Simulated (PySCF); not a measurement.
HS (SMILES [SH]), doublet, at a GFN2-xTB geometry. Base run: R2SCAN/cc-pVDZ (PySCF).

Here is a job for PySCF.
```python
from pyscf import gto, scf, dft

mol = gto.M(
    atom='''
S    -0.00000000   -0.00000000   -0.07827476
H     0.00000000    0.00000000    1.25239617
''',
    basis='cc-pvdz',
    spin=1,
    verbose=4,
)

mf = dft.UKS(mol)
mf.xc = 'r2scan'
mf.kernel()
```

Each row names what was changed in the base input (with any setting that the change needs).

```csv
change,ΔE vs base (mEh),fitting functions,dipole (D)
base,0.000,-,1.04
auxbasis = cc-pvdz-jkfit,-0.020,135,1.04
auxbasis = even-tempered beta=2.0,-0.106,197,1.04
auxbasis = def2-universal-jfit,-0.123,62,1.04
auxbasis = def2-tzvp-ri,-15.008,128,1.04
auxbasis = autoaux,-0.036,177,1.04
auxbasis = cc-pvtz-jkfit,-0.013,151,1.04
auxbasis = cc-pvtz-ri,-13.877,152,1.04
auxbasis = def2-universal-jkfit,-0.027,146,1.04
auxbasis = cc-pvqz-jkfit,-0.009,199,1.04
```

A fitting set is made for a task (jfit for Coulomb, jkfit for Coulomb and exchange, ri for correlation) and for a family of orbital bases.

Open shells are given as the SCF converged; they aren't shown to be the lowest states, and a large step between rows can be another state.
